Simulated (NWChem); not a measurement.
## Correlation energy of BO

```xyz
2

B      0.0000     0.0000     0.7405
O      0.0000     0.0000    -0.4628
```
Charge 0, spin multiplicity 2.

All runs are NWChem calculations. All single points use one geometry, from UB3LYP/def2-SVP, a minimum by its harmonic frequencies.

Basis set: 3-21G. Each correlation energy counts from its own Hartree-Fock reference.

The correlated methods keep 2 core orbitals frozen. The structure started from a generated list of species. The unpaired electrons of the parent sit in orbitals of symmetry a1 (C2v labels of the run); other states weren't searched. No SCF solution was tested for a lower state. Open-shell Hartree-Fock references start from PBE0 orbitals. Coupled-cluster values serve here as a point of comparison, not as the truth.

One of these methods gave a correlation energy of -170.7 mHa. Which?
A) CCSD on UHF
B) SCS-UMP2
C) CCSD[T] on UHF
D) UMP2

D, UMP2. The others give -162.3 (SCS-UMP2), -172.8 (CCSD on UHF), -182.5 (CCSD[T] on UHF).
